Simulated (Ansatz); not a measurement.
Relaxation of H$_{6}$W (7 atoms, charge 0, multiplicity 1), to a largest force component of 0.02 eV/Å in at most 40 steps.

These are results of RKS B3LYP/def2-SVP in Ansatz, not measurements.

```xyz
7
Properties=species:S:1:pos:R:3:forces:R:3
W 0.000 0.000 0.000 0.00 0.00 0.00
H 0.000 0.000 1.720 0.00 0.00 1.58
H 1.720 0.000 0.000 1.58 0.00 0.00
H 0.000 1.720 0.000 0.00 1.58 0.00
H -1.720 0.000 0.000 -1.58 0.00 0.00
H 0.000 -1.720 0.000 0.00 -1.58 0.00
H 0.000 0.000 -1.720 0.00 0.00 -1.58
```

**Question.** Where does it end, and by what steps?

**Answer.** The forces met the threshold. After 4 steps the energy has fallen by 0.423 eV; H2 moved furthest, 0.10 Å.

```
step  energy less start (eV)  largest force component (eV/Å)  accepted
   0                  0.0000                           1.578       yes
   1                 -0.1361                           1.004       yes
   2                 -0.3654                           0.537       yes
   3                 -0.4226                           0.048       yes
   4                 -0.4231                           0.000       yes
```

```xyz
7
Properties=species:S:1:pos:R:3
W 0.000 0.000 0.000
H 0.000 0.000 1.815
H 1.815 0.000 0.000
H 0.000 1.815 0.000
H -1.815 0.000 0.000
H 0.000 -1.815 0.000
H 0.000 0.000 -1.815
```

Whether the end is a true minimum wasn't checked by a vibrational analysis.

The run took 70 s on 1 thread of Arm Neoverse V1 (shared host), peak memory 0.13 GiB.
